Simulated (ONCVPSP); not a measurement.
## Plane-wave convergence, ONCV potential for fluorine

```json
{
 "Element": "fluorine",
 "Generator": "ONCVPSP 4.0.1",
 "Type": "optimised norm-conserving Vanderbilt (ONCV)",
 "Functional": "PBE",
 "Relativity": "scalar-relativistic",
 "Frozen core": "[He]",
 "Valence charge": "7",
 "Reference configuration": "2s1 2p6",
 "Partial waves": "2s: rc 0.75 bohr, ncon 3, nbas 8, qcut 7.1 1/bohr, 2 projectors, debl 2.9 Ha; 2p: rc 1.25 bohr, ncon 3, nbas 8, qcut 12.6 1/bohr, 1 projector",
 "Local potential": "polynomial inside 0.60 bohr (lpopt 5, dvloc0 6 Ha)",
 "Core correction": "Teter function, fcfact 6, rcfact 1.25"
}
```

For each optimised wave give the share of its norm inside rc, the residual kinetic energy above qcut (Ha) and the cutoffs (Ha) for errors of 10, 1, 0.1 and 0.01 mHa per electron.

```csv
wave,norm inside rc,residual KE,10 mHa,1 mHa,0.1 mHa,0.01 mHa
2s,0.325,1.2e-02,27.0,285.1,461.8,not reached
s projector 2,0.094,7.1e-03,22.9,69.2,429.6,757.5
2p,0.680,2.1e-08,36.5,47.4,56.6,64.1
```

The occupied waves need 285 Ha and 462 Ha for 1 and 0.1 mHa.
